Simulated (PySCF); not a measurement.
Isomers of C7H8N2O, mass 136.064 u with the commonest isotopes. Theory: PBE0/pcSseg-1 in PySCF (dipole) on a GFN2-xTB geometry, gas phase. One conformer each, none proved a minimum here; rigid rotors.

Task: Order these by out-of-plane moment Σ m c² = (Ia + Ib − Ic)/2, largest first.
A. `[CH3:1][C@@:2]1([C:3]([NH2:4])=[O:5])[CH:6]=[C:7]1[CH2:8][C:9]#[N:10]` with C1–C2–C3–N4 9°, C2–C3–N4–H -179° and 0°, C6–C7–C8–C9 132°
B. `[CH3:1][C:2](=[O:3])[c:4]1[cH:5][cH:6][n:7][n:8][c:9]1[CH3:10]` with C1–C2–C4–C5 32°
C. `[CH3:1][C:2](=[O:3])/[N:4]=[C:5]([CH3:6])/[CH:7]=[CH:8]\[C:9]#[N:10]` with C1–C2–N4–C5 115°, N4–C5–C7–C8 17°

Result: A (96.31 u·Å²), C (38.84 u·Å²), B (13.76 u·Å²).

Task: Order these by dipole moment, smallest first.
A. `[CH3:1][C:2](=[O:3])[c:4]1[cH:5][cH:6][n:7][n:8][c:9]1[CH3:10]` with C1–C2–C4–C5 32°
B. `[CH3:1][C:2](=[O:3])/[N:4]=[C:5]([CH3:6])/[CH:7]=[CH:8]\[C:9]#[N:10]` with C1–C2–N4–C5 115°, N4–C5–C7–C8 17°
C. `[CH3:1][C@@:2]1([C:3]([NH2:4])=[O:5])[CH:6]=[C:7]1[CH2:8][C:9]#[N:10]` with C1–C2–C3–N4 9°, C2–C3–N4–H -179° and 0°, C6–C7–C8–C9 132°

Result: C (2.83 D), A (4.33 D), B (5.96 D).

Task: Order these by rotational constant A, smallest first.
A. `[CH3:1][C@@:2]1([C:3]([NH2:4])=[O:5])[CH:6]=[C:7]1[CH2:8][C:9]#[N:10]` with C1–C2–C3–N4 9°, C2–C3–N4–H -179° and 0°, C6–C7–C8–C9 132°
B. `[CH3:1][C:2](=[O:3])[c:4]1[cH:5][cH:6][n:7][n:8][c:9]1[CH3:10]` with C1–C2–C4–C5 32°
C. `[CH3:1][C:2](=[O:3])/[N:4]=[C:5]([CH3:6])/[CH:7]=[CH:8]\[C:9]#[N:10]` with C1–C2–N4–C5 115°, N4–C5–C7–C8 17°

Result: C (1700 MHz), A (2158 MHz), B (2292 MHz).

```tsv
SMILES	point group	Ia (u·Å²)	Ib (u·Å²)	Ic (u·Å²)	κ	μa (D)	μb (D)	μc (D)
C[C@@]1(C(N)=O)C=C1CC#N	C1	234.15	565.00	606.53	-0.91	2.14	0.57	1.76
CC(=O)/N=C(C)/C=C\C#N	C1	297.24	424.67	644.23	-0.11	2.80	4.71	2.35
CC(=O)c1ccnnc1C	C1	220.46	421.12	614.05	-0.49	2.41	3.50	0.82
```
